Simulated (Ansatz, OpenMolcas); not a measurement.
**How methods differ on C3H10Si (trimethylsilane)**

The species is C3H10Si (14 atoms), meant as a singlet with charge 0. SMILES: `C[SiH](C)C`. Geometry: relaxed at PBE0-D4/def2-TZVP.

Each level gives the vertical ionisation energy (to the doublet cation) (eV). The values are calculated.

```json
{"level": "SVWN5/cc-pVDZ", "kind": "LDA", "program": "Ansatz", "value (eV)": "10.12", "CPU time (all runs)": "32 s"}
{"level": "BLYP/cc-pVDZ", "kind": "GGA", "program": "OpenMolcas", "value (eV)": "9.92", "CPU time (all runs)": "6.7 min"}
{"level": "M06-L/cc-pVDZ", "kind": "meta-GGA", "program": "OpenMolcas", "value (eV)": "10.23", "CPU time (all runs)": "9.6 min"}
{"level": "BHLYP/cc-pVDZ", "kind": "global hybrid", "program": "Ansatz", "value (eV)": "10.65", "CPU time (all runs)": "2.2 min"}
{"level": "CAM-B3LYP/cc-pVDZ", "kind": "range-separated hybrid", "program": "Ansatz", "value (eV)": "10.65", "CPU time (all runs)": "2.1 min"}
{"level": "B2PLYP/cc-pVDZ", "kind": "double hybrid", "program": "Ansatz", "value (eV)": "10.58", "CPU time (all runs)": "5.1 min"}
{"level": "RPA@PBE0/cc-pVDZ", "kind": "RPA", "program": "Ansatz", "value (eV)": "10.68", "CPU time (all runs)": "2.4 min"}
{"level": "CCSD/cc-pVDZ", "kind": "coupled cluster or CI", "program": "Ansatz", "value (eV)": "10.71", "CPU time (all runs)": "4.5 min"}
```

The values span 9.92 to 10.71 eV. CPU times are rough (shared hosts, several kinds of processor): they show what a rung costs within a factor of a few.
